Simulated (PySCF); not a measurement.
PySCF job for C₂H₅BF₂O, SMILES OCB(F)CF, TDA-PBE/def2-SVPD. The structure is a stationary point at r2SCAN-D4/def2-SVP. The structure was generated by enumeration, and PubChem lists no compound with its InChIKey, so it may never have been made. Other conformers were not sampled.

```python
import numpy as np
from pyscf import gto, scf, dft, tdscf

mol = gto.M(
    atom='''
    O    -2.35050906    0.05354521    0.17458208
    C    -1.10931468    0.05372883   -0.49827343
    B     0.16623321    0.03096241    0.40195364
    F     0.03157570    0.18991678    1.72449743
    C     1.62292321   -0.11796175   -0.16735104
    F     1.61497299   -0.25599602   -1.55004014
    H    -2.23270505    0.53281227    1.00478673
    H    -0.99461774    0.91936992   -1.19703766
    H    -1.07116967   -0.81824530   -1.17958891
    H     2.24308440    0.75922399    0.10603181
    H     2.12772504   -0.99622405    0.28301438
    ''',
    basis='def2-SVPD',
    charge=0,
    spin=0,
    max_memory=1600,
    verbose=4,
)
mf = dft.RKS(mol, xc='pbe').density_fit(auxbasis='def2-universal-jkfit')
mf.grids.level = 3
mf.conv_tol = 1e-9
mf.max_cycle = 100
mf.kernel()
mf.grids = dft.Grids(mol).set(level=1).build(with_non0tab=True)  # coarser grid for the response kernel
td = tdscf.TDA(mf)
td.singlet = True
td.nstates = 10
td.conv_tol = 1e-4
td.positive_eig_threshold = 1e-6
td.kernel(x0=td.get_init_guess(mf, 15))
td.analyze()
tt = tdscf.TDA(mf)
tt.singlet = False
tt.nstates = 4
tt.conv_tol = 1e-4
tt.positive_eig_threshold = 1e-6
tt.kernel(x0=tt.get_init_guess(mf, 9))
tt.analyze(verbose=3)
```

Program output:

```
PySCF version 2.14.0

[INPUT] verbose = 4
[INPUT] num. atoms = 11
[INPUT] num. electrons = 48
[INPUT] charge = 0
[INPUT] spin (= nelec alpha-beta = 2S) = 0
[INPUT] symmetry False subgroup None
[INPUT] Mole.unit = angstrom
[INPUT] Symbol           X                Y                Z      unit          X                Y                Z       unit  Magmom
[INPUT]  1 O     -2.350509060000   0.053545210000   0.174582080000 AA   -4.441818376709   0.101185782182   0.329912317457 Bohr   0.0
[INPUT]  2 C     -1.109314680000   0.053728830000  -0.498273430000 AA   -2.096300931160   0.101532773693  -0.941600317848 Bohr   0.0
[INPUT]  3 B      0.166233210000   0.030962410000   0.401953640000 AA    0.314135239707   0.058510475056   0.759582294372 Bohr   0.0
[INPUT]  4 F      0.031575700000   0.189916780000   1.724497430000 AA    0.059669425191   0.358890700659   3.258827845216 Bohr   0.0
[INPUT]  5 C      1.622923210000  -0.117961750000  -0.167351040000 AA    3.066880388100  -0.222915400674  -0.316247632261 Bohr   0.0
[INPUT]  6 F      1.614972990000  -0.255996020000  -1.550040140000 AA    3.051856649670  -0.483762366779  -2.929151346682 Bohr   0.0
[INPUT]  7 H     -2.232705050000   0.532812270000   1.004786730000 AA   -4.219201061433   1.006869266108   1.898771733297 Bohr   0.0
[INPUT]  8 H     -0.994617740000   0.919369920000  -1.197037660000 AA   -1.879555127234   1.737357355963  -2.262073338190 Bohr   0.0
[INPUT]  9 H     -1.071169670000  -0.818245300000  -1.179588910000 AA   -2.024217309241  -1.546259519713  -2.229099979474 Bohr   0.0
[INPUT] 10 H      2.243084400000   0.759223990000   0.106031810000 AA    4.238815190284   1.434725408300   0.200371081392 Bohr   0.0
[INPUT] 11 H      2.127725040000  -0.996224050000   0.283014380000 AA    4.020817593979  -1.882590613205   0.534819667514 Bohr   0.0

nuclear repulsion = 227.624833101498
number of shells = 71
number of NR pGTOs = 239
number of NR cGTOs = 169
basis = def2-SVPD
ecp = {}


[settings echo left out]
init E= -378.72605330412
  HOMO = -0.333482900337259  LUMO = -0.0956427578725507  gap/eV = 6.47196
cycle= 1 E= -378.228901585566  delta_E= 0.497  |g|= 0.805  |ddm|=  4.3
  HOMO = -0.0883752833364344  LUMO = -0.0497918972265712  gap/eV = 1.04991
cycle= 2 E= -377.811281409303  delta_E= 0.418  |g|=  1.7  |ddm|= 2.06
  HOMO = -0.23843369751028  LUMO = -0.0529116662403104  gap/eV = 5.04831
cycle= 3 E= -378.346730946299  delta_E= -0.535  |g|= 0.154  |ddm|= 1.37
  HOMO = -0.236521309126887  LUMO = -0.0679091276647465  gap/eV = 4.58817
cycle= 4 E= -378.351516351493  delta_E= -0.00479  |g|= 0.0659  |ddm|= 0.216
  HOMO = -0.235398989741759  LUMO = -0.0645180570901926  gap/eV = 4.64991
cycle= 5 E= -378.352412951361  delta_E= -0.000897  |g|= 0.0179  |ddm|= 0.0679
  HOMO = -0.234481872324055  LUMO = -0.0635463488805796  gap/eV = 4.65139
cycle= 6 E= -378.352459098162  delta_E= -4.61e-05  |g|= 0.00872  |ddm|= 0.0197
  HOMO = -0.235094783618985  LUMO = -0.06381032299246  gap/eV = 4.66089
cycle= 7 E= -378.352473297481  delta_E= -1.42e-05  |g|= 0.00101  |ddm|= 0.00701
  HOMO = -0.235120990353611  LUMO = -0.0639101132856945  gap/eV = 4.65889
cycle= 8 E= -378.352473475441  delta_E= -1.78e-07  |g|= 0.000395  |ddm|= 0.00148
  HOMO = -0.235157145675226  LUMO = -0.0638911699547089  gap/eV = 4.66038
cycle= 9 E= -378.352473512108  delta_E= -3.67e-08  |g|= 9.41e-05  |ddm|= 0.000525
  HOMO = -0.235156321216034  LUMO = -0.0638880747434927  gap/eV = 4.66045
cycle= 10 E= -378.352473514127  delta_E= -2.02e-09  |g|= 2.4e-05  |ddm|= 0.000131
  HOMO = -0.235159090881341  LUMO = -0.0638919950100996  gap/eV = 4.66042
cycle= 11 E= -378.352473514232  delta_E= -1.06e-10  |g|= 1.35e-05  |ddm|= 4.7e-05
  HOMO = -0.235156166117688  LUMO = -0.0638893664984459  gap/eV = 4.66041
Extra cycle  E= -378.35247351418  delta_E= 5.21e-11  |g|= 2.18e-05  |ddm|= 3.91e-05
converged SCF energy = -378.35247351418
tot grids = 43680
Overwritten attributes  positive_eig_threshold  of <class 'pyscf.tdscf.rks.TDA'>


******** <class 'pyscf.tdscf.rks.TDA'> for <class 'pyscf.df.df_jk.DFRKS'> ********
nstates = 10 singlet
deg_eia_thresh = 1.000e-03
wfnsym = None
conv_tol = 0.0001
eigh lindep = 1e-12
eigh level_shift = 0
eigh max_cycle = 100


Excitation energies (eV)
[4.84117633 5.77710696 5.8469816  6.31515133 6.77725809 6.92503463
 6.95995081 6.98299315 7.35696977 7.59389673]

** Singlet excitation energies and oscillator strengths **
Excited State   1:      4.84118 eV    256.10 nm  f=0.0164
      24 -> 25       -0.70391
Excited State   2:      5.77711 eV    214.61 nm  f=0.0003
      24 -> 26        0.70217
Excited State   3:      5.84698 eV    212.05 nm  f=0.0132
      23 -> 25        0.70132
Excited State   4:      6.31515 eV    196.33 nm  f=0.0182
      24 -> 27       -0.70319
Excited State   5:      6.77726 eV    182.94 nm  f=0.0050
      23 -> 26        0.69566
Excited State   6:      6.92503 eV    179.04 nm  f=0.0362
      21 -> 25       -0.21556
      22 -> 25       -0.66218
Excited State   7:      6.95995 eV    178.14 nm  f=0.0121
      21 -> 25       -0.62828
      22 -> 25        0.21860
      23 -> 26        0.10796
      24 -> 28       -0.18315
Excited State   8:      6.98299 eV    177.55 nm  f=0.0127
      21 -> 25        0.19536
      24 -> 28       -0.67616
Excited State   9:      7.35697 eV    168.53 nm  f=0.0248
      23 -> 27       -0.69493
Excited State  10:      7.59390 eV    163.27 nm  f=0.0222
      24 -> 29        0.69167

** Transition electric dipole moments (AU) **
state          X           Y           Z        Dip. S.      Osc.
  1        -0.3139      0.0671     -0.1872      0.1381      0.0164
  2        -0.0233      0.0392      0.0011      0.0021      0.0003
  3        -0.2555      0.0849     -0.1399      0.0921      0.0132
  4        -0.2579      0.1750     -0.1431      0.1176      0.0182
  5         0.1513     -0.0833      0.0154      0.0301      0.0050
  6        -0.4341     -0.1553     -0.0231      0.2131      0.0362
  7        -0.1767      0.1700      0.1054      0.0712      0.0121
  8         0.2683     -0.0464     -0.0074      0.0742      0.0127
  9        -0.3318     -0.0635     -0.1529      0.1375      0.0248
 10         0.2396      0.2210     -0.1147      0.1194      0.0222

** Transition velocity dipole moments (imaginary part, AU) **
state          X           Y           Z        Dip. S.      Osc.
  1        -0.0290     -0.0173      0.0094      0.0012      0.0046
  2         0.0041      0.0196     -0.0084      0.0005      0.0015
  3        -0.0300     -0.0016      0.0026      0.0009      0.0028
  4        -0.0429      0.0431     -0.0277      0.0045      0.0128
  5         0.0474     -0.0150      0.0058      0.0025      0.0067
  6        -0.0575      0.0367      0.0014      0.0047      0.0122
  7        -0.0125     -0.0237      0.0182      0.0011      0.0027
  8         0.0653     -0.0081      0.0058      0.0044      0.0113
  9        -0.0547     -0.0195     -0.0279      0.0042      0.0102
 10         0.0256      0.0566     -0.0319      0.0049      0.0116

** Transition magnetic dipole moments (imaginary part, AU) **
state          X           Y           Z
  1        -0.1842     -0.1903      0.2612
  2         0.2658      0.2440      0.3875
  3         0.1991     -0.2082     -0.6796
  4         0.0305      0.2665      0.2323
  5        -0.2139      0.0493     -0.1966
  6         0.1474      0.0898      0.0836
  7        -0.1955      0.2442     -0.1494
  8        -0.1595     -0.1913     -0.2820
  9         0.0259      0.4378     -0.2674
 10        -0.1013     -0.0640      0.0753


******** <class 'pyscf.tdscf.rks.TDA'> for <class 'pyscf.df.df_jk.DFRKS'> ********
nstates = 4 triplet
deg_eia_thresh = 1.000e-03
wfnsym = None
conv_tol = 0.0001
eigh lindep = 1e-12
eigh level_shift = 0
eigh max_cycle = 100


Excitation energies (eV)
[4.48510135 5.430302   5.6094708  6.17558437]

** Triplet excitation energies and oscillator strengths **
Excited State   1:      4.48510 eV    276.44 nm  f=0.0000
Excited State   2:      5.43030 eV    228.32 nm  f=0.0000
Excited State   3:      5.60947 eV    221.03 nm  f=0.0000
Excited State   4:      6.17558 eV    200.77 nm  f=0.0000
```

The run converged.
